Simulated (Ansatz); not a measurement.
Ansatz (an electronic-structure program) input (B2GP-PLYP/def2-TZVPD):

Ansatz 0.2 input:
```yaml
crystal:
  periodic: [false, false, false]
  atoms:
    - {symbol: C, position_ang: [-2.19851186, -0.70160685, 0.29549372]}
    - {symbol: C, position_ang: [-1.86394627, 0.73767989, 0.12393331]}
    - {symbol: C, position_ang: [-0.45799757, 1.17834112, 0.33935100]}
    - {symbol: C, position_ang: [0.53913260, 0.24854129, -0.37215669]}
    - {symbol: C, position_ang: [0.26210940, -1.21645984, -0.03815244]}
    - {symbol: C, position_ang: [-1.17192757, -1.60731631, -0.40355785]}
    - {symbol: S, position_ang: [2.27967251, 0.73043257, -0.06811666]}
    - {symbol: H, position_ang: [-2.19878475, -0.95700351, 1.36964042]}
    - {symbol: H, position_ang: [-3.20667316, -0.91495474, -0.06494058]}
    - {symbol: H, position_ang: [-2.64963901, 1.47484893, 0.02610005]}
    - {symbol: H, position_ang: [-0.30536452, 2.20844826, 0.01658274]}
    - {symbol: H, position_ang: [-0.21566761, 1.15586826, 1.41578283]}
    - {symbol: H, position_ang: [0.43461738, 0.38843083, -1.45183837]}
    - {symbol: H, position_ang: [0.97863880, -1.85337914, -0.55848906]}
    - {symbol: H, position_ang: [0.42338425, -1.36989330, 1.03500445]}
    - {symbol: H, position_ang: [-1.30083653, -1.52472475, -1.48704876]}
    - {symbol: H, position_ang: [-1.35232211, -2.65223863, -0.14056985]}
    - {symbol: H, position_ang: [2.26473451, 0.52260103, 1.26017622]}
basis:
  gaussian:
    orbitals: def2-TZVPD
hamiltonian:
  xc: {name: B2GP-PLYP}
magnetization: {spin_polarized: true, initial_magnetization: 1}
correlation: {electrons: outside_noble_gas}
```

End of the output:

```
integrals: 1.69 GiB planned
2527 factors; integrals over basis functions are off by at most 9.4e-4 eV
0.55 GiB of the device are held for the grids
2.70 GiB of device memory are held for the factors and their scratch space
mean field: 4.76 GiB planned
mean field evaluation 1: about -17205.8239 eV, gradient 3.7e1 eV
mean field evaluation 2: about -17205.8768 eV, gradient 3.7e1 eV
mean field evaluation 4: about -17212.9178 eV, gradient 4.2e0 eV
mean field evaluation 8: about -17213.0280 eV, gradient 4.8e-1 eV
mean field evaluation 16: about -17213.0302 eV, gradient 1.3e-3 eV
mean field -17213.03017055 eV, -632.5671913569 hartree, gradient 8.8e-6 eV, S^2 0.758492; 0 other end points of the search recorded, 0 dependent functions left out
11 core orbitals not correlated
reference -17213.03034082 eV, -632.5671976142 hartree; 21, 20 occupied and 335, 336 virtual orbitals, 2527 factors
second order -36.10281721 eV of doubles, -0.00000000 eV of singles
Total energy: -17226.02735501 eV, -633.0448290761 hartree
```

It need not be the lowest isomer of its formula.
